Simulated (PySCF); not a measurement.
Se(Et)(GeH3) (C₂H₈GeSe), SMILES CC[Se][GeH3].

The structure is a stationary point at PBE0-D3(BJ)/def2-SVP. The structure was generated by enumeration, and PubChem lists no compound with its InChIKey, so it may never have been made. One conformer was computed; it need not be the lowest.

Computed with PySCF with PBE0-D3(BJ)/def2-SVP.

Frequencies are harmonic and unscaled.

| mode | ν (cm⁻¹) | IR (km/mol) | moving atoms (share of kinetic energy) |
|---|---|---|---|
| 1 | 50 | 0.2 | H 49 %, C 34 %, Ge 10 % |
| 2 | 94 | 0.2 | H 84 %, C 11 % |
| 3 | 131 | 0.3 | H 40 %, C 35 %, Ge 16 %, Se 10 % |
| 4 | 259 | 0.5 | H 83 %, C 12 % |
| 5 | 287 | 2.9 | C 43 %, Se 22 %, H 21 %, Ge 13 % |
| 6 | 301 | 6.7 | Se 42 %, Ge 32 %, C 13 %, H 13 % |
| 7 | 538 | 16.7 | H 91 % |
| 8 | 543 | 10.8 | H 95 % |
| 9 | 575 | 0.9 | C 66 %, H 22 %, Se 12 % |
| 10 | 749 | 11.1 | H 86 %, C 13 % |
| 11 | 820 | 231.3 | H 97 % |
| 12 | 867 | 48.8 | H 99 % |
| 13 | 891 | 37.6 | H 99 % |
| 14 | 985 | 7.2 | H 70 %, C 30 % |
| 15 | 1015 | 0.8 | H 82 %, C 17 % |
| 16 | 1085 | 0.5 | C 66 %, H 34 % |
| 17 | 1254 | 6.9 | H 79 %, C 21 % |
| 18 | 1258 | 29.7 | H 76 %, C 24 % |
| 19 | 1393 | 6.2 | H 79 %, C 21 % |
| 20 | 1448 | 3.9 | H 89 %, C 11 % |
| 21 | 1461 | 11.0 | H 97 % |
| 22 | 1468 | 2.4 | H 96 % |
| 23 | 2142 | 97.6 | H 99 % |
| 24 | 2143 | 101.8 | H 99 % |
| 25 | 2174 | 100.6 | H 99 % |
| 26 | 3052 | 19.4 | H 97 % |
| 27 | 3089 | 9.1 | H 94 % |
| 28 | 3141 | 13.8 | H 91 %, C 9 % |
| 29 | 3148 | 1.7 | H 90 %, C 10 % |
| 30 | 3167 | 9.8 | H 90 %, C 10 % |
